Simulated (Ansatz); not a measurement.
```xyz
10

C    -0.724    1.316    0.378
W     0.759   -0.135    0.014
N    -0.159   -1.713   -0.577
S     2.002    0.686   -1.501
S     1.739   -0.428    1.877
H    -0.264    2.246    0.720
H    -1.280    1.516   -0.542
H    -1.412    0.959    1.149
H    -0.392   -2.484    0.032
H    -0.268   -1.963   -1.550
```

Charge 0, multiplicity 1. W: def2 effective core potential.

(1) List the r2SCAN/def2-TZVPP orbital energies in eV (the Gaussian-basis code of Ansatz). (An estimate is asked.)

Answers

(1) Ansatz gave: Occupied: -2408.72, -2408.72, -386.28, -272.97, -213.17, -213.17, -157.18, -157.18, -157.15, -157.15, -157.11, -157.11, -80.67, -44.31, -44.21, -44.05, -22.93, -18.08, -17.42, -17.05, -13.66, -11.62, -10.66, -10.61, -8.72, -8.67, -8.29, -8.29, -7.59, -7.26, -6.94, -6.27. Lowest empty: -3.07, -2.82, -1.93, -1.33, -1.01, 0.03, 1.57, 2.26.
